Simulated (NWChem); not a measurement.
BeHOI; SMILES [OH][Be][I]

```xyz
4

Be     0.0258     1.5696     0.0000
I     -0.0332    -0.6127     0.0000
O      0.0931     2.9749     0.0000
H     -0.3443     3.8306     0.0000
```
Atoms are numbered in this order, from 1.

Geometry: optimised at PBE-D3(BJ)/def2-SVP. def2 effective core potentials on I; no spin-orbit coupling.

Question: List the 6 lowest vertical singlet excitations from Hartree-Fock/def2-SVP with def2 effective core potentials on I, CIS (NWChem).

Answer: 
```json
[
 {"state": "S1", "energy (eV)": "7.16", "oscillator strength": "0.081", "leading excitation (squared amplitude)": "HOMO → LUMO (0.89)"},
 {"state": "S2", "energy (eV)": "7.18", "oscillator strength": "0.087", "leading excitation (squared amplitude)": "HOMO−1 → LUMO (0.89)"},
 {"state": "S3", "energy (eV)": "8.00", "oscillator strength": "0.001", "leading excitation (squared amplitude)": "HOMO → LUMO+1 (0.96)"},
 {"state": "S4", "energy (eV)": "8.09", "oscillator strength": "0.003", "leading excitation (squared amplitude)": "HOMO−1 → LUMO+1 (0.58)"},
 {"state": "S5", "energy (eV)": "8.19", "oscillator strength": "0.000", "leading excitation (squared amplitude)": "HOMO−1 → LUMO+2 (0.96)"},
 {"state": "S6", "energy (eV)": "8.68", "oscillator strength": "0.038", "leading excitation (squared amplitude)": "HOMO → LUMO+2 (0.40)"}
]
```
